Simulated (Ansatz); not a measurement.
Process, species as SMILES: Cl[Si]Cl (closed-shell singlet) → 2 Cl atom + Si atom
B3LYP-D3(BJ)/def2-TZVP geometries, fixed; electronic energies without zero-point terms.
Largest species:
```
Si
Cl 1 2.0938
Cl 1 2.0938 2 101.66
```
Charge 0, spin multiplicity 1.

Basis-set convergence of the atomisation energy at MP2 with Ansatz (an electronic-structure program). Cartesian d functions, on some or all atoms, in 6-31+G*; all else is spherical. Cores are frozen. A restricted Hartree-Fock determinant is unstable towards unrestricted orbitals. Open shells are unrestricted. No added dispersion term, no relativity. Functions are those of the species that has most. Reference: Hartree-Fock in aug-cc-pV(5+d)Z plus the correlation part extrapolated as X^-3 from aug-cc-pV(Q+d)Z and aug-cc-pV(5+d)Z, 218.51 kcal/mol, itself unsure by roughly 0.75 kcal/mol (a third of the extrapolation step and of the last Hartree-Fock step). Deviations are taken from unrounded values.

| basis | functions | atomisation energy (kcal/mol) | minus reference (kcal/mol) |
|---|---|---|---|
| 6-31G | 39 | 127.72 | -90.80 |
| pcseg-0 | 39 | 126.79 | -91.73 |
| pcseg-1 | 54 | 186.16 | -32.35 |
| 6-31+G* | 69 | 184.69 | -33.82 |
| cc-pV(D+d)Z | 69 | 188.90 | -29.61 |
| def2-SVPD | 78 | 193.59 | -24.92 |
| aug-cc-pV(D+d)Z | 96 | 195.87 | -22.64 |
| 6-311++G(2d,2p) | 105 | 195.91 | -22.60 |
| 6-311++G(3df,3pd) | 141 | 206.89 | -11.63 |
| jun-cc-pV(T+d)Z | 144 | 207.88 | -10.64 |
| cc-pV(Q+d)Z | 192 | 213.03 | -5.48 |
| aug-cc-pV(Q+d)Z | 267 | 214.22 | -4.30 |
| pcseg-4 | 315 | 215.49 | -3.02 |
